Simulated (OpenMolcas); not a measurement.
Ir6+ (d3) among equal point charges was computed by CASSCF with the d shell active (OpenMolcas, ANO-RCC-VTZP on the metal). Its lowest spin-free states, and all those of the highest spin:

| 2S+1 | Degeneracy | E (cm-1) |
| --- | --- | --- |
| 4 | 3 | 0.0 |
| 4 | 3 | 1724 |
| 4 | 1 | 3859 |
| 4 | 3 | 15905 |
| 2 | 2 | 15990 |
| 2 | 3 | 16733 |
| 2 | 3 | 16999 |
| 2 | 1 | 17839 |
| 2 | 3 | 21274 |
| 2 | 3 | 21888 |
| 2 | 3 | 22065 |
| 2 | 2 | 22541 |

Task: Is the site octahedral, tetrahedral or cube-like, axial, or of lower symmetry?

Result: The states with 2S+1 = 4 have orbital degeneracies 3, 3, 1, 3. Threefold states need a cubic site. For d3 at this spin an octahedron puts the single A2 below the threefold T2 and a tetrahedron or cube puts the threefold T1 below the threefold T2, so the site is a tetrahedron or a cube, which this pattern cannot tell apart. The run had Ir6+ among 8 point charges of -1.2 e arranged as a cube (Oh), 2.26 Å from the ion.

Spin-orbit coupling mixes the spin-free states strongly: the lowest level takes only 44 % from its leading state, 4T1. Without dynamic correlation the repulsion within the d shell is too large (B by tens of per cent), so at a given field states of lower spin stand too high. Point charges give a weaker field than real ligands, and real ions of this kind are as a rule low spin; the high spin found here belongs to the model. The ground term spreads over less than 5000 cm-1, several times less than with real ligands, so orbital moments are less quenched and χT lies further from the spin-only value than at real sites. This is an electrostatic model: the charges have no orbitals. No measured value stands beside these numbers.
